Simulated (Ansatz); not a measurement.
Consider the redistribution: `[F][GeH2][F]` + `CC(C)[O][Zn][O]C(C)C` → `CC(C)[O][GeH2][F]` + `CC(C)[O][Zn][F]`.

Program: Ansatz. Geometries: PBE0-D4/def2-TZVP. ΔE: electronic, gas phase. CBS: MP2 limit from def2 TZ/QZ plus the TZ coupled-cluster correction, frozen cores. DFT in def2-TZVPP. B3LYP here is the variant with VWN-RPA as its local correlation; programs differ in this. For Ge, Zn outer-core shells are correlated without core-valence functions, which leaves a few kJ/mol of doubt a bond. Scalar relativity is left out up to krypton. One conformer a species, not always the lowest.

```json
{"level": "PBE-D4", "ΔE (kJ/mol)": "-5.2", "difference from CCSD(T)/CBS": "8.6"}
{"level": "r2SCAN-D4", "ΔE (kJ/mol)": "-4.0", "difference from CCSD(T)/CBS": "9.8"}
{"level": "PBE0-D4", "ΔE (kJ/mol)": "-7.1", "difference from CCSD(T)/CBS": "6.7"}
{"level": "B3LYP-D4", "ΔE (kJ/mol)": "-8.3", "difference from CCSD(T)/CBS": "5.5"}
{"level": "ωB97X-V", "ΔE (kJ/mol)": "-9.4", "difference from CCSD(T)/CBS": "4.4"}
{"level": "ωB97M-V", "ΔE (kJ/mol)": "-8.2", "difference from CCSD(T)/CBS": "5.6"}
{"level": "B2PLYP", "ΔE (kJ/mol)": "-8.7", "difference from CCSD(T)/CBS": "5.1"}
{"level": "PBE", "ΔE (kJ/mol)": "-5.9", "difference from CCSD(T)/CBS": "7.9"}
{"level": "r2SCAN", "ΔE (kJ/mol)": "-4.8", "difference from CCSD(T)/CBS": "9.0"}
{"level": "PBE0", "ΔE (kJ/mol)": "-7.8", "difference from CCSD(T)/CBS": "6.0"}
{"level": "B3LYP", "ΔE (kJ/mol)": "-9.0", "difference from CCSD(T)/CBS": "4.8"}
{"level": "HF/def2-TZVPP", "ΔE (kJ/mol)": "-16.3", "difference from CCSD(T)/CBS": "-2.5"}
{"level": "MP2/def2-TZVPP", "ΔE (kJ/mol)": "-7.4", "difference from CCSD(T)/CBS": "6.4"}
{"level": "SCS-MP2/def2-TZVPP", "ΔE (kJ/mol)": "-9.1", "difference from CCSD(T)/CBS": "4.7"}
{"level": "CCSD/def2-TZVPP", "ΔE (kJ/mol)": "-10.1", "difference from CCSD(T)/CBS": "3.7"}
{"level": "CCSD(T)/def2-TZVPP", "ΔE (kJ/mol)": "-7.9", "difference from CCSD(T)/CBS": "5.9"}
{"level": "HF/def2-QZVPP", "ΔE (kJ/mol)": "-18.2", "difference from CCSD(T)/CBS": "-4.4"}
{"level": "MP2/def2-QZVPP", "ΔE (kJ/mol)": "-11.5", "difference from CCSD(T)/CBS": "2.3"}
{"level": "SCS-MP2/def2-QZVPP", "ΔE (kJ/mol)": "-12.8", "difference from CCSD(T)/CBS": "1.0"}
{"level": "HF/CBS(def2)", "ΔE (kJ/mol)": "-18.5", "difference from CCSD(T)/CBS": "-4.7"}
{"level": "MP2/CBS(def2)", "ΔE (kJ/mol)": "-13.3", "difference from CCSD(T)/CBS": "0.5"}
{"level": "CCSD/CBS(def2)", "ΔE (kJ/mol)": "-16.0", "difference from CCSD(T)/CBS": "-2.2"}
{"level": "CCSD(T)/CBS", "ΔE (kJ/mol)": "-13.8", "difference from CCSD(T)/CBS": "0"}
```

Largest T1 diagnostic among the species: 0.016.

In def2-TZVPP, CCSD(T) changes the Hartree–Fock value by +8.3 kJ/mol (the triples alone add +2.2 kJ/mol) and MP2 by +8.9 kJ/mol.
